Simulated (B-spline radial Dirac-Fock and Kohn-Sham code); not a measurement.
**Energy-loss ionisation edge L2 (2p1/2) of Si**

System: atomic silicon, [Ne] 3s2 3p2. Method: the first Born approximation with generalised oscillator strengths from a Dirac-Hartree-Slater potential (longitudinal and transverse terms; continuum final states only, so no white lines or fine structure). Computed with an atomic code on a B-spline grid. The edge is taken at 99.80 eV (tabulated value).

Input of the calculation (task.json; shells as n, l, electrons):

```json
{"items": [{
  "Z": 14,
  "q": 0,
  "cfg": [[1, 0, 2], [2, 0, 2], [2, 1, 6], [3, 0, 2], [3, 1, 2]],
  "A": 28,
  "rrms": 3.1224,
  "do": "eels",
  "beams": [[60, 5], [60, 20], [80, 5], [80, 10], [80, 50], [80, 100], [100, 10], [100, 20], [120, 5], [120, 10], [120, 50], [200, 10], [300, 20], [300, 100]],
  "edges": {"L2": 99.8}
}]}
```

Run with: `python xray2_run.py task.json out`

Partial cross sections σ(β, Δ) in barn, integrated over a window Δ above the edge and up to the collection semi-angle β, for parallel illumination:

| E₀ (kV) | β (mrad) | Δ = 25 eV | Δ = 50 eV | Δ = 100 eV | Δ = 200 eV | Δ = 300 eV |
| --- | --- | --- | --- | --- | --- | --- |
| 60 | 5 | 11800 | 20900 | 30200 | 35500 | 36600 |
| 60 | 20 | 20300 | 37200 | 56300 | 69000 | 72400 |
| 80 | 5 | 10800 | 19300 | 28200 | 33400 | 34600 |
| 80 | 10 | 14400 | 26100 | 38900 | 47000 | 49000 |
| 80 | 50 | 18800 | 35100 | 54900 | 70100 | 75300 |
| 80 | 100 | 18900 | 35300 | 55400 | 71500 | 77400 |
| 100 | 10 | 13100 | 23700 | 35500 | 43100 | 45100 |
| 100 | 20 | 15300 | 28200 | 43100 | 53400 | 56300 |
| 120 | 5 | 9530 | 17100 | 25300 | 30300 | 31500 |
| 120 | 10 | 12100 | 22000 | 33000 | 40200 | 42100 |
| 120 | 50 | ? | ? | ? | ? | ? |
| 200 | 10 | 9860 | 18100 | 27500 | 33800 | 35500 |
| 300 | 20 | 9210 | 17100 | 26700 | 33900 | 36200 |
| 300 | 100 | 9300 | 17400 | 27200 | 35000 | 37800 |

Task: Give the row for 120 kV and 50 mrad.

Result: 14600 b for 25 eV, 27200 b for 50 eV, 42600 b for 100 eV, 54700 b for 200 eV, 58900 b for 300 eV.
